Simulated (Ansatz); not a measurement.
Input file for Ansatz (a first-principles code): R-CCSD(T)/cc-pVTZ on methylammonium (SMILES C[NH3+]), atoms moved off the minimum. Charge +1.

Ansatz 0.2 input:
```yaml
crystal:
  periodic: [false, false, false]
  atoms:
    - {symbol: C, position_ang: [-0.73276792, 0.14317259, 0.01741700]}
    - {symbol: N, position_ang: [0.76853584, -0.15309775, 0.06824970]}
    - {symbol: H, position_ang: [-1.22253989, -0.59937221, -0.73541073]}
    - {symbol: H, position_ang: [-0.90239239, 1.15630640, -0.21132353]}
    - {symbol: H, position_ang: [-1.10360709, -0.11294447, 0.88111600]}
    - {symbol: H, position_ang: [1.02827964, -1.13054911, 0.26022847]}
    - {symbol: H, position_ang: [1.10323348, 0.52699892, 0.67622673]}
    - {symbol: H, position_ang: [1.20073926, 0.03673186, -0.89823928]}
basis:
  gaussian:
    orbitals: cc-pVTZ
total_charge: 1
magnetization: {spin_polarized: false}
correlation: {method: ccsd_t, electrons: outside_noble_gas}
scf: {lower_state_search: off}
output: {forces: true}
```

The log:

```
WARN ansatz: RAYON_NUM_THREADS=1 ignored (pool sized by the plan → 1); use --threads N
Functional definition: HF
these checks for a lower state are left out or cut short: starts, cluster_reference, orbital_swaps, neighbouring_geometries, increment
integrals: 0.31 GiB planned
800 factors; integrals over basis functions are off by at most 1.2e-3 eV
mean field: 0.26 GiB planned
mean field evaluation 1: about -2597.4347 eV, gradient 4.3e1 eV
mean field evaluation 2: about -2597.4355 eV, gradient 4.3e1 eV
mean field evaluation 4: about -2601.1940 eV, gradient 2.7e0 eV
mean field evaluation 8: about -2601.2202 eV, gradient 1.1e-4 eV
mean field -2601.22023231 eV, -95.5930803670 hartree, gradient 1.5e-6 eV, S^2 0.000000; 0 other end points of the search recorded, 0 dependent functions left out
2 core orbitals not correlated
reference -2601.22023231 eV, -95.5930803670 hartree; 7, 7 occupied and 135, 135 virtual orbitals, 800 factors
densities: 1.45 GiB planned
second order -10.82802761 eV of doubles, -0.00000000 eV of singles
coupled cluster: 0.85 GiB planned
cycle   1  -11.29016132 eV  change   -4.6e-1 eV  update   5.4e-2
cycle   2  -11.54946393 eV  change   -2.6e-1 eV  update   1.6e-2
cycle   3  -11.57803054 eV  change   -2.9e-2 eV  update   5.1e-3
cycle   4  -11.57834657 eV  change   -3.2e-4 eV  update   1.2e-3
cycle   5  -11.57883210 eV  change   -4.9e-4 eV  update   2.8e-4
cycle   6  -11.57884155 eV  change   -9.4e-6 eV  update   7.4e-5
cycle   7  -11.57883921 eV  change    2.3e-6 eV  update   2.0e-5
cycle   8  -11.57884283 eV  change   -3.6e-6 eV  update   6.5e-6
perturbative correction -0.37054903 eV, -0.0136174258 hartree
the calculation of the forces begins
Total energy: -2613.16962417 eV, -96.0322124182 hartree
Atom 0 at    -0.732768     0.143173     0.017417 Å, force     1.151458    -2.523159    -5.503924 eV/Å
Atom 1 at     0.768536    -0.153098     0.068250 Å, force    -0.888859    -0.540798    -4.033534 eV/Å
Atom 2 at    -1.222540    -0.599372    -0.735411 Å, force     0.969590     1.644989     0.987265 eV/Å
Atom 3 at    -0.902392     1.156306    -0.211324 Å, force     0.016426     1.139680    -0.476146 eV/Å
Atom 4 at    -1.103607    -0.112944     0.881116 Å, force    -1.918351    -1.104064     4.975570 eV/Å
Atom 5 at     1.028280    -1.130549     0.260228 Å, force    -0.254635     0.507350     0.593684 eV/Å
Atom 6 at     1.103233     0.526999     0.676227 Å, force     1.649243     1.024614     1.780872 eV/Å
Atom 7 at     1.200739     0.036732    -0.898239 Å, force    -0.724871    -0.148612     1.676213 eV/Å
Dipole moment:     0.431517    -0.078003    -0.023388 e Å
Checks for a lower state left out: starts, cluster_reference, orbital_swaps, neighbouring_geometries, increment
```

Self-consistency was reached.

Cost: very roughly 29 core-seconds.
